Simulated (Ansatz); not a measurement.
`C[Si](F)([SiH3])Cl` + HCl → `F[Si]([SiH3])(Cl)Cl` + CH₄ at 500 K and 1 bar (ligand exchange at the Si–C bond).

Calculated with Ansatz (gas phase, PBE0-D4/def2-TZVP geometries, no zero-point term in ΔE). CCSD(T)/CBS adds triple-zeta CCSD(T) − MP2 to the extrapolated MP2 energy (def2 sets, frozen cores). This one scheme is used for every species.

| species | CCSD(T)/CBS energy (Eh) | H − E (kJ/mol) | S (J/(mol·K)) |
| --- | --- | --- | --- |
| `C[Si](F)([SiH3])Cl` | -1179.52206 | 229.9 | 456.0 |
| HCl | -460.38127 | 32.5 | 201.9 |
| `F[Si]([SiH3])(Cl)Cl` | -1599.47838 | 132.3 | 439.2 |
| CH₄ | -40.46206 | 135.6 | 206.8 |

H − E and S are ideal-gas, rigid-rotor, harmonic terms from PBE0-D4/def2-TZVP, for one conformer and one mirror image of each species. 1 Eh = 2625.50 kJ/mol, R = 8.31446 J/(mol·K).

**Question.** By hand: ΔE, ΔH, ΔS and ΔG.

**Answer.** ΔE = (-1599.47838) + (-40.46206) − (-1179.52206) − (-460.38127) = -0.03711 Eh = -97.4 kJ/mol. Δ(H − E) = 132.3 + 135.6 − 229.9 − 32.5 = 5.5, so ΔH = -91.9 kJ/mol. ΔS = 439.2 + 206.8 − 456.0 − 201.9 = -11.9 J/(mol·K). ΔG = -91.9 − 500 × (-11.9)/1000 = -86.0 kJ/mol.

**Question.** By hand: the equilibrium constant, and the temperature at which ΔG would vanish if ΔH and ΔS stayed fixed.

**Answer.** log₁₀ K = −ΔG/(RT ln 10) = 9.0. ΔG = 0 at ΔH/ΔS = 7723 K, far beyond where these terms or the molecules hold.

The number of gas molecules stays the same, so ΔS is small and ΔH decides. A doubt of 5 kJ/mol in ΔE shifts log₁₀ K by 0.5 here. Other conformers and mirror images would add mixing entropy, several J/(mol·K) or more a flexible species. These are equilibria of isolated gas molecules and say nothing of rates. Largest T1 diagnostic: 0.011 (customary marks: 0.02 for closed shells, 0.045 for open ones).
